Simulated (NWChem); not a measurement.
System: CHF2NO2Si; SMILES F[Si](N=C=O)(F)O

NWChem input:

```
start job
memory heap 200 mb stack 900 mb global 1100 mb
geometry units angstroms noautosym nocenter noautoz
  O     -0.097651    -3.287056    -0.002011
  C     -0.055181    -2.125397    -0.001163
  N     -0.007156    -0.927409    -0.000219
  Si     0.015593     0.752916     0.000475
  O     -1.513985     1.300171     0.024667
  F      0.845907     1.285031     1.263797
  F      0.805823     1.287535    -1.287318
  H     -1.667449     2.249650     0.021273
end
basis spherical
  O library def2-svp
  C library def2-svp
  N library def2-svp
  Si library def2-svp
  F library def2-svp
  H library def2-svp
end
dft
  xc pbe0
  iterations 150
end
cosmo
  do_cosmo_smd true
  solvent water
end
task dft energy
```

Parts of the log:

```
             Northwest Computational Chemistry Package (NWChem) 7.3.0
             --------------------------------------------------------

                             Geometry "geometry" -> ""
                             -------------------------

 Output coordinates in angstroms (scale by  1.889725989 to convert to a.u.)

  No.       Tag          Charge          X              Y              Z
 ---- ---------------- ---------- -------------- -------------- --------------
    1 O                    8.0000    -0.09765100    -3.28705600    -0.00201100
    2 C                    6.0000    -0.05518100    -2.12539700    -0.00116300
    3 N                    7.0000    -0.00715600    -0.92740900    -0.00021900
    4 Si                  14.0000     0.01559300     0.75291600     0.00047500
    5 O                    8.0000    -1.51398500     1.30017100     0.02466700
    6 F                    9.0000     0.84590700     1.28503100     1.26379700
    7 F                    9.0000     0.80582300     1.28753500    -1.28731800
    8 H                    1.0000    -1.66744900     2.24965000     0.02127300

 Effective nuclear repulsion energy (a.u.)     373.0423968646

                                 NWChem DFT Module
                                 -----------------

 Summary of "ao basis" -> "ao basis" (spherical)
 ------------------------------------------------------------------------------
       Tag                 Description            Shells   Functions and Types
 ---------------- ------------------------------  ------  ---------------------
 O                          def2-svp                 6       14   3s2p1d
 C                          def2-svp                 6       14   3s2p1d
 N                          def2-svp                 6       14   3s2p1d
 Si                         def2-svp                 8       18   4s3p1d
 F                          def2-svp                 6       14   3s2p1d
 H                          def2-svp                 3        5   2s1p

 in cosmo_initialize ...
 calling solv_data for solv:h2o

 solvent parameters
 solvname_short: h2o
 solvname_long:  water
 dielec:       78.4000
 dielecinf:     1.7769
 aqueous SMD model solvent descriptors
 dielec:       78.4000
 sola:          0.8200

          ---------------
          -cosmo- solvent
          ---------------
 Cosmo: York-Karplus, doi: 10.1021/jp992097l
 dielectric constant -eps-     =  78.40
 screen = (eps-1)/(eps    )    =   0.98724
 surface charge correction     = lagrangian

   van der Waals surface
 --------------------------

 ---------- ATOMIC COORDINATES (A.U.) ------------ VDWR(ANG.) --
     1   -0.18453363   -6.21163515   -0.00380024     1.520
     2   -0.10427697   -4.01641795   -0.00219775     1.850
     3   -0.01352288   -1.75254889   -0.00041385     1.890
     4    0.02946650    1.42280493    0.00089762     2.470
     5   -2.86101680    2.45696693    0.04661387     1.520
     6    1.59853244    2.42835648    2.38823004     1.730
     7    1.52278467    2.43308835   -2.43267828     1.730
     8   -3.15102171    4.25122207    0.04020014     1.200
 number of segments per atom =        128
 number of   points per atom =        128
 atom (   nspa,  nppa )
 ----------------------
    1 (     80,     0 )       0
    2 (     68,     0 )       0
    3 (     44,     0 )       0
    4 (     64,     0 )       0
    5 (     41,     0 )       0
    6 (     65,     0 )       0
    7 (     65,     0 )       0
    8 (     62,     0 )       0
 number of -cosmo- surface points =      489
 molecular surface =    125.423 angstrom**2
 molecular volume  =    106.267 angstrom**3
 -lineq- algorithm             =   0
 -bem- low  level              =   3
 -bem- from -octahedral-
 gaussian surface charge width =   4.50000
 degree of switching           =   1.00000
 switching function tolerance  =   0.00010
 atomic radii =
 --------------
    1  8.000  1.520
    2  6.000  1.850
    3  7.000  1.890
    4 14.000  2.470
    5  8.000  1.520
    6  9.000  1.730
    7  9.000  1.730
    8  1.000  1.200
 ...... end of -cosmo- initialization ......

 nat:                     8
 ixmem:                  3618
 calling mnsol_interface()
 G(SMD-CDS) energy (kcal/mol)  =     6.664
 SMD-CDS SASA (angstrom**2)    =   148.531

[...]

                                COSMO-SMD solvation results
                                ---------------------------

             internal energy in gas <Psi(g)|H|Psi(g)> =      -732.305837773321
         internal energy in solvent <Psi(s)|H|Psi(s)> =      -732.304289087248
                               delta internal energy  =         0.001548686073 (    0.97 kcal/mol)
   total free energy in solvent <Psi(s)|H+V/2|Psi(s)> =      -732.319480563270
 polarization energy contribution <Psi(s)|V/2|Psi(s)> =        -0.015191476022 (   -9.53 kcal/mol)
    total free energy in solvent including G(SMD-CDS) =      -732.308860601016
                       G(SMD-CDS) energy contribution =         0.010619962255 (    6.66 kcal/mol)
     1 M fixed-concentration free energy of solvation =        -0.003022827694 (   -1.90 kcal/mol)

                       DFT Final Molecular Orbital Analysis
                       ------------------------------------

 Vector   29  Occ=2.000000D+00  E=-3.741221D-01
              MO Center= -1.1D+00,  1.1D+00,  1.9D-02, r^2= 2.0D+00
   Bfn.  Coefficient  Atom+Function         Bfn.  Coefficient  Atom+Function
  ----- ------------  ---------------      ----- ------------  ---------------
    66      0.566131  5 O  pz                69      0.422281  5 O  pz
    78     -0.164198  6 F  px                92      0.164316  7 F  px
    81      0.118658  6 F  px                95     -0.119086  7 F  px
    34     -0.102628  3 N  pz                 6     -0.101143  1 O  pz
    55      0.093152  4 Si pz                59      0.075304  4 Si d  1

 Vector   30  Occ=2.000000D+00  E=-3.443920D-01
              MO Center= -5.0D-02, -1.7D+00, -1.6D-03, r^2= 2.4D+00
   Bfn.  Coefficient  Atom+Function         Bfn.  Coefficient  Atom+Function
  ----- ------------  ---------------      ----- ------------  ---------------
    32      0.460739  3 N  px                 4      0.400118  1 O  px
    35     -0.366439  3 N  px                 7      0.293002  1 O  px
    65      0.080515  5 O  py                18     -0.078749  2 C  px
    93      0.061577  7 F  py                63     -0.061233  5 O  s
    24     -0.058945  2 C  d -2              79      0.057532  6 F  py

 Vector   31  Occ=2.000000D+00  E=-3.425616D-01
              MO Center= -1.1D-01, -1.5D+00,  1.6D-03, r^2= 3.0D+00
   Bfn.  Coefficient  Atom+Function         Bfn.  Coefficient  Atom+Function
  ----- ------------  ---------------      ----- ------------  ---------------
    34      0.448139  3 N  pz                 6      0.387360  1 O  pz
    37     -0.357645  3 N  pz                 9      0.284633  1 O  pz
    66      0.171558  5 O  pz                69      0.132949  5 O  pz
    79      0.096237  6 F  py                93     -0.093771  7 F  py
    20     -0.080611  2 C  pz                82     -0.071202  6 F  py

 Vector   32  Occ=0.000000D+00  E= 2.308384D-02
              MO Center= -7.9D-02, -1.5D+00,  2.8D-03, r^2= 3.1D+00
   Bfn.  Coefficient  Atom+Function         Bfn.  Coefficient  Atom+Function
  ----- ------------  ---------------      ----- ------------  ---------------
    20      0.550632  2 C  pz                23      0.521674  2 C  pz
    55     -0.403956  4 Si pz                 9     -0.363675  1 O  pz
     6     -0.329391  1 O  pz                37     -0.272752  3 N  pz
    34      0.202280  3 N  pz                52     -0.197212  4 Si pz
    57      0.144604  4 Si d -1              91     -0.137157  7 F  s

 Vector   33  Occ=0.000000D+00  E= 2.401913D-02
              MO Center= -5.2D-02, -1.4D+00, -3.7D-03, r^2= 3.5D+00
   Bfn.  Coefficient  Atom+Function         Bfn.  Coefficient  Atom+Function
  ----- ------------  ---------------      ----- ------------  ---------------
    18      0.548394  2 C  px                21      0.520852  2 C  px
    53     -0.391445  4 Si px                 7     -0.362255  1 O  px
     4     -0.327786  1 O  px                63     -0.295039  5 O  s
    35     -0.275486  3 N  px                32      0.205063  3 N  px
    50     -0.182137  4 Si px                56      0.152372  4 Si d -2

 Vector   34  Occ=0.000000D+00  E= 4.789235D-02
              MO Center= -3.4D-01,  9.7D-01,  4.4D-03, r^2= 5.1D+00
   Bfn.  Coefficient  Atom+Function         Bfn.  Coefficient  Atom+Function
  ----- ------------  ---------------      ----- ------------  ---------------
    46      1.309715  4 Si s                 31     -0.789776  3 N  s
    17      0.622010  2 C  s                 63     -0.614015  5 O  s
   104      0.486753  8 H  s                 77     -0.317073  6 F  s
    91     -0.317023  7 F  s                 30     -0.203876  3 N  s
    44      0.202676  4 Si s                  3     -0.179340  1 O  s

     Multipole analysis of the density
     ---------------------------------

     L   x y z        total         alpha         beta         nuclear
     -   - - -        -----         -----         ----         -------
     0   0 0 0     -0.000000    -31.000000    -31.000000     62.000000

     1   1 0 0     -0.486354     -0.377496     -0.377496      0.268638
     1   0 1 0      0.939238     -0.290281     -0.290281      1.519799
     1   0 0 1      0.002753      0.011797      0.011797     -0.020842

     2   2 0 0    -32.354793    -75.992889    -75.992889    119.630986
     2   1 1 0     -4.109173     -7.597894     -7.597894     11.086616
     2   1 0 1     -0.004555      0.081332      0.081332     -0.167219
     2   0 2 0    -32.547713   -330.285899   -330.285899    628.024084
     2   0 1 1      0.037708     -0.119580     -0.119580      0.276869
     2   0 0 2    -33.577118    -69.095185    -69.095185    104.613253
```

Level: PBE0/def2-SVP, SMD on the gas-phase geometry. Geometry: optimised at PBE0/def2-SVP. Solvent: water.
